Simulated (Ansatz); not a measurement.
`OBCOB(F)F` + HCl → `FB(F)Cl` + `OBCO`  (ligand exchange at a B–O bond)

Program: Ansatz. Geometries: PBE0-D4/def2-TZVP. ΔE: electronic, gas phase. CBS: MP2 limit from def2 TZ/QZ plus the TZ coupled-cluster correction, frozen cores. This one scheme is used for every species. DFT in def2-TZVPP. B3LYP here is the variant with VWN-RPA as its local correlation; programs differ in this. HSE06 is defined as in plane-wave codes. One conformer a species, not always the lowest.

```csv
level,ΔE (kJ/mol),difference from CCSD(T)/CBS
LDA (SPW92),61.9,-3.8
PBE-D4,54.4,-11.3
revPBE-D4,53.1,-12.6
BLYP-D4,62.8,-2.9
r2SCAN-D4,60.9,-4.8
B97M-V,60.6,-5.1
PBE0-D4,58.6,-7.1
B3LYP-D4,65.9,0.2
r2SCANh-D4,61.9,-3.8
r2SCAN0-D4,63.3,-2.4
HSE06-D4,58.3,-7.4
CAM-B3LYP-D4,69.9,4.2
ωB97X-V,62.5,-3.2
B2PLYP,64.4,-1.3
PBE,52.4,-13.3
revPBE,48.7,-17.0
BLYP,59.4,-6.3
r2SCAN,59.9,-5.8
PBE0,56.7,-9.0
B3LYP,63.1,-2.6
r2SCAN0,62.3,-3.4
HSE06,56.6,-9.1
BHLYP,68.8,3.1
CAM-B3LYP,68.0,2.3
LC-ωPBE,60.3,-5.4
RPA@PBE/def2-TZVPP,68.1,2.4
HF/def2-SVP,79.1,13.4
MP2/def2-SVP,72.9,7.2
CCSD/def2-SVP,76.2,10.5
CCSD(T)/def2-SVP,75.8,10.1
HF/def2-TZVPP,73.3,7.6
SCS-MP2/def2-TZVPP,65.7,0.0
CCSD/def2-TZVPP,68.9,3.2
CCSD(T)/def2-TZVPP,67.2,1.5
HF/def2-QZVPP,73.6,7.9
MP2/def2-QZVPP,62.3,-3.4
SCS-MP2/def2-QZVPP,64.9,-0.8
HF/CBS(def2),73.7,8.0
MP2/CBS(def2),61.5,-4.2
CCSD/CBS(def2),67.3,1.6
CCSD(T)/CBS,65.7,0
```

Task: What do rigid-rotor, harmonic-oscillator terms from PBE0-D4/def2-TZVP frequencies (298.15 K, 1 bar) make of the CCSD(T)/CBS value? (Best estimate.)

Result: The calculation gave: ΔZPE = +6.8 kJ/mol, ΔH = +70.0 kJ/mol, ΔS = 11 J/(mol·K), ΔG = +66.7 kJ/mol. Modes under 50 cm⁻¹ make the entropy rough.

Largest T1 diagnostic among the species: 0.013.

In def2-TZVPP, CCSD(T) changes the Hartree–Fock value by −6.1 kJ/mol (the triples alone add −1.7 kJ/mol) and MP2 by −10.2 kJ/mol. From BLYP to BHLYP (50 % exact exchange), in def2-TZVPP and without D4, ΔE moves by +9.4 kJ/mol. At CCSD(T), def2-SVP lies +10.1 kJ/mol from the extrapolated value and def2-TZVPP +1.5 kJ/mol.

CCSD(T)/CBS has its own doubt, a few kJ/mol and more with outer-core shells, so smaller differences from it don't rank the levels.
